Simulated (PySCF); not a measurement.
In(OH)(SH)2 (H3InOS2), SMILES [OH][In]([SH])[SH].

The structure is a stationary point at B3LYP-D3(BJ)/def2-SVP. The structure was generated by enumeration; whether it is a known compound was not checked. The def2 effective core potentials stand for the cores of In; spin–orbit coupling is left out. One conformer was computed; it need not be the lowest.

The numbers are results of PySCF with PBE/def2-TZVP, not measurements.

```json
{
  "total_energy": "-1063.27600 hartree",
  "point_group": "Cs",
  "highest_occupied_level": "-6.39 eV",
  "lowest_empty_level": "-2.88 eV",
  "orbital_gap": "3.51 eV",
  "dipole_moment": "1.78 D",
  "quadrupole, principal values (traceless, Buckingham form, about the centre of nuclear charge)": "-10.52, 0.04, 10.47 D·Å",
  "mean_static_polarisability": "84.3 bohr³ (12.49 Å³)",
  "polarisability_principal_values": "55.7, 84.7, 112.5 bohr³"
}
```
